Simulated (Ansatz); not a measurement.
Born–Oppenheimer molecular dynamics of BF2H6NO (11 atoms, charge 0, multiplicity 1). It starts at the highest image of a converged band, a first-order saddle point between two minima.

Computed with RKS PBE0-D4/def2-SVP (Ansatz).

```
ensemble                      : NVE (velocity Verlet)
time step                     : 0.5 fs
steps asked                   : 200
starting velocities drawn for : 100 K
seed                          : 2314
```

First frame:

```xyz
11
Properties=species:S:1:pos:R:3
B -0.389 -0.909 -0.346
H 1.042 -0.911 -0.337
F -0.598 -1.634 -1.476
F -0.738 -1.508 0.826
H 0.357 1.123 0.350
N -0.835 0.545 -0.389
H 1.269 -0.135 0.177
O 1.341 1.026 0.749
H -0.957 0.883 -1.342
H -1.727 0.650 0.093
H 1.234 0.870 1.696
```

Question: What does the run give?

Answer: The run went to its last step.

```yaml
steps_done: 200
time_covered: 100 fs
mean_temperature_over_the_second_half: 608 K
spread_of_the_potential_energy_over_the_second_half: 16.8 meV per atom
mean_potential_energy_of_the_second_half_above_the_start: -53.9 meV per atom
```

The conserved energy stayed within 0.88 meV per atom of its start (net change 0.13 meV per atom), so the integration is sound. The kinetic energy rose, since the run started high on the potential surface and went downhill. It ends in pieces (BF2H4N + H2O), so much of that is their flight and rotation, not heat. A run of 0.1 ps of so small a system gives no equilibrium averages. The orbitals stay closed-shell, which can raise the energy where a bond breaks towards radicals; this wasn't checked here.

Question: What happens to the structure?

Answer: Between its relaxed ends the band would form H2–H7, H5–O8 and break B1–H2, H5–N6, H7–O8. These pairs go: H2–H7 0.96 → 3.27 Å, H5–O8 1.07 → 2.15 Å, B1–H2 1.43 → 1.27 Å, H5–N6 1.52 → 1.18 Å, H7–O8 1.30 → 0.96 Å. In the last frame they stand as before the step (other bonds may differ from the relaxed reactants and products). It ends as BF2H4N + H2O. Pairs count as bonded within 1.25 times the sum of covalent radii (0.12 Å more for H–H). Another seed would give other details.

Question: How do temperature and energy run in time?

Answer: 
```json
{"time (fs)": "0.0", "T (K)": "100", "potential energy less start (eV)": "0.000", "conserved less start (meV/atom)": "0.00"}
{"time (fs)": "5.0", "T (K)": "48", "potential energy less start (eV)": "0.061", "conserved less start (meV/atom)": "0.03"}
{"time (fs)": "10.0", "T (K)": "64", "potential energy less start (eV)": "0.043", "conserved less start (meV/atom)": "0.03"}
{"time (fs)": "15.0", "T (K)": "187", "potential energy less start (eV)": "-0.100", "conserved less start (meV/atom)": "0.07"}
{"time (fs)": "20.0", "T (K)": "664", "potential energy less start (eV)": "-0.662", "conserved less start (meV/atom)": "-0.57"}
{"time (fs)": "25.0", "T (K)": "652", "potential energy less start (eV)": "-0.644", "conserved less start (meV/atom)": "-0.17"}
{"time (fs)": "30.0", "T (K)": "800", "potential energy less start (eV)": "-0.819", "conserved less start (meV/atom)": "-0.41"}
{"time (fs)": "35.0", "T (K)": "711", "potential energy less start (eV)": "-0.715", "conserved less start (meV/atom)": "-0.35"}
{"time (fs)": "40.0", "T (K)": "620", "potential energy less start (eV)": "-0.606", "conserved less start (meV/atom)": "-0.06"}
{"time (fs)": "45.0", "T (K)": "822", "potential energy less start (eV)": "-0.848", "conserved less start (meV/atom)": "-0.76"}
{"time (fs)": "50.0", "T (K)": "672", "potential energy less start (eV)": "-0.665", "conserved less start (meV/atom)": "0.00"}
{"time (fs)": "55.0", "T (K)": "820", "potential energy less start (eV)": "-0.846", "conserved less start (meV/atom)": "-0.72"}
{"time (fs)": "60.0", "T (K)": "602", "potential energy less start (eV)": "-0.584", "conserved less start (meV/atom)": "0.00"}
{"time (fs)": "65.0", "T (K)": "539", "potential energy less start (eV)": "-0.515", "conserved less start (meV/atom)": "-0.34"}
{"time (fs)": "70.0", "T (K)": "494", "potential energy less start (eV)": "-0.457", "conserved less start (meV/atom)": "0.16"}
{"time (fs)": "75.0", "T (K)": "626", "potential energy less start (eV)": "-0.611", "conserved less start (meV/atom)": "0.08"}
{"time (fs)": "80.0", "T (K)": "426", "potential energy less start (eV)": "-0.378", "conserved less start (meV/atom)": "0.13"}
{"time (fs)": "85.0", "T (K)": "511", "potential energy less start (eV)": "-0.475", "conserved less start (meV/atom)": "0.25"}
{"time (fs)": "90.0", "T (K)": "380", "potential energy less start (eV)": "-0.324", "conserved less start (meV/atom)": "0.16"}
{"time (fs)": "95.0", "T (K)": "402", "potential energy less start (eV)": "-0.348", "conserved less start (meV/atom)": "0.32"}
{"time (fs)": "100.0", "T (K)": "383", "potential energy less start (eV)": "-0.328", "conserved less start (meV/atom)": "0.13"}
```

The run took 8.8 min on 2 threads of Intel(R) Xeon(R) Platinum 8488C (Sapphire Rapids), on a shared host, peak memory 0.23 GiB.
